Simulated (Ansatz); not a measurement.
**Interaction energy ladder**

The pair of HBr (SMILES Br, atoms 1–2) and CO (SMILES [C-]#[O+], atoms 3–4), both closed shells, in one local arrangement (a lower one may exist), relaxed at PBE0-D4/def2-TZVP:

```tsv
atom	x (Å)	y (Å)	z (Å)
Br1	0.1284	0.0204	-2.5167
H2	0.0556	0.0096	-1.0920
C3	-0.0635	-0.0098	1.2445
O4	-0.1205	-0.0201	2.3644
```

Computed with Ansatz 0.2.0 (basis: def2-TZVPPD, with def2-QZVPPD for the basis limit); correlated methods freeze the cores. Filled d shells of the heavier atoms are correlated. The def2 sets are not built for correlating such inner shells, so the correlated values are less sure here. B3LYP uses VWN-RPA correlation. Extrapolation: Hartree–Fock as exp(−7.88 √X), correlation as X^−2.97. Interaction energies count from these two fragments, frozen as in the pair, with the counterpoise correction; negative means bound.

Q: What is the interaction energy by CCSD(T) at an estimated basis limit (MP2 extrapolated from triple and quadruple zeta, plus CCSD(T) − MP2 in triple zeta)? (To be estimated.)

A: By the calculation: -1.66 kcal/mol. Hartree–Fock alone gives 0.40 kcal/mol at the basis limit, so without correlation the pair would not bind at this distance. It counts from the two fragments frozen as in the pair.

The same quantity by other methods in triple zeta, and each one's difference from that estimate:
```json
{"method": "PBE-D4", "E_int (kcal/mol)": "-2.39", "difference": "-0.72"}
{"method": "revPBE-D4", "E_int (kcal/mol)": "-1.84", "difference": "-0.18"}
{"method": "BLYP-D4", "E_int (kcal/mol)": "-1.75", "difference": "-0.09"}
{"method": "r2SCAN-D4", "E_int (kcal/mol)": "-1.60", "difference": "0.07"}
{"method": "B97M-V", "E_int (kcal/mol)": "-1.73", "difference": "-0.06"}
{"method": "PBE0-D4", "E_int (kcal/mol)": "-2.04", "difference": "-0.38"}
{"method": "B3LYP-D4", "E_int (kcal/mol)": "-1.73", "difference": "-0.06"}
{"method": "HSE06-D4", "E_int (kcal/mol)": "-2.06", "difference": "-0.40"}
{"method": "wB97X-V", "E_int (kcal/mol)": "-1.55", "difference": "0.11"}
{"method": "wB97M-V", "E_int (kcal/mol)": "-1.43", "difference": "0.23"}
{"method": "B2PLYP", "E_int (kcal/mol)": "-1.31", "difference": "0.35"}
{"method": "HF", "E_int (kcal/mol)": "0.38", "difference": "2.04"}
{"method": "MP2", "E_int (kcal/mol)": "-1.81", "difference": "-0.14"}
{"method": "CCSD", "E_int (kcal/mol)": "-1.05", "difference": "0.61"}
{"method": "CCSD(T)", "E_int (kcal/mol)": "-1.37", "difference": "0.30"}
```
Differences are method less estimate.

Q: Which atoms make the shortest contact between the fragments?

A: H2 and C3, 2.34 Å apart.

Basis-set superposition shift (counterpoise-corrected less uncorrected): CCSD(T) 0.62; MP2 0.64; HF 0.09; PBE0-D4 0.12; wB97M-V 0.09 kcal/mol.

No T1 diagnostic of these runs exceeds 0.019.

For scale, one of the runs: CCSD(T)/def2-TZVPPD, 151 basis functions, launched by `ansatz run in.yaml --threads 2 --pin off --events-out ev --progress --plain --max-ram 5222MiB`. Time: 26 s of wall clock on 2 CPU threads of an Arm Neoverse V1; the host was shared. Peak host memory: 1 GiB.
